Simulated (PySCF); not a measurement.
# Correlation energy of N²⁺ (nitrogen, charge +2)

[He] 2s2 2p1, 2P determinant. Calculation: PySCF 2.14, in aug-cc-pVTZ with one added diffuse shell each of s, p, d, f type (6s5p4d3f, 62 functions); the non-relativistic Hamiltonian (point nucleus). Frozen: 1s2; 3 electrons correlated.

| level | correlation energy (mhartree) |
| --- | --- |
| CCSD | -83.29 |
| (T) | -1.04 |
| CCSD(T) | -84.33 |

Diagnostics: T1 = 0.0069, D1 = 0.0132, largest double amplitude 0.136.

Problem. Is a single reference adequate?

Solution. Mostly. T1 lies below 0.03, but a double amplitude of this size points to a near-degeneracy that CCSD handles and MP2 describes poorly.
